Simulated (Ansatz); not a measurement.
A run for Ansatz (an electronic-structure program): R-CCSD(T)/def2-QZVPP on HISSi (SMILES S[Si]I), a point of a torsion scan. Elements past Kr take the def2 small-core potentials; no spin–orbit coupling. Files ending in .json are basis or fitting sets from the Basis Set Exchange. The run froze 19 orbitals, filled d shells among them.

Ansatz 0.2 input:
```yaml
crystal:
  periodic: [false, false, false]
  atoms:
    - {symbol: S, position_ang: [-1.31821372, 0.33005659, 0.45498171]}
    - {symbol: Si, position_ang: [0.57486441, 1.14111385, -0.27500135]}
    - {symbol: I, position_ang: [1.79632932, -0.91387991, -1.01546079]}
    - {symbol: H, position_ang: [-1.41007757, -0.73661339, -0.32756790]}
basis:
  gaussian:
    orbitals: def2-QZVPP.json
magnetization: {spin_polarized: false}
correlation: {method: ccsd_t, electrons: outside_noble_gas}
scf: {lower_state_search: off}
```

The head of its log:

```
WARN ansatz: RAYON_NUM_THREADS=1 ignored (pool sized by the plan → 1); use --threads N
Functional definition: HF
these checks for a lower state are left out or cut short: stability, starts, cluster_reference, orbital_swaps, neighbouring_geometries, increment
integrals: 1.62 GiB planned
1517 factors; integrals over basis functions are off by at most 5.5e-4 eV
mean field: 0.89 GiB planned
mean field evaluation 1: about -26768.8701 eV, gradient 1.6e1 eV
mean field evaluation 2: about -26768.9690 eV, gradient 1.6e1 eV
mean field evaluation 4: about -26770.0846 eV, gradient 2.9e0 eV
mean field evaluation 8: about -26770.1399 eV, gradient 3.9e-1 eV
mean field evaluation 16: about -26770.1415 eV, gradient 2.6e-6 eV
mean field -26770.14153982 eV, -983.7845561346 hartree, gradient 2.6e-6 eV, S^2 0.000000; 0 other end points of the search recorded, 0 dependent functions left out
19 core orbitals not correlated
reference -26770.14153982 eV, -983.7845561346 hartree; 9, 9 occupied and 224, 224 virtual orbitals, 1517 factors
too little memory for Intel AMX tiles; the run may be slower
```

**Question.** Predict the final total energy.

**Answer.** -984.3042 hartree (reference determinant -983.7846, T1 diagnostic 0.017).
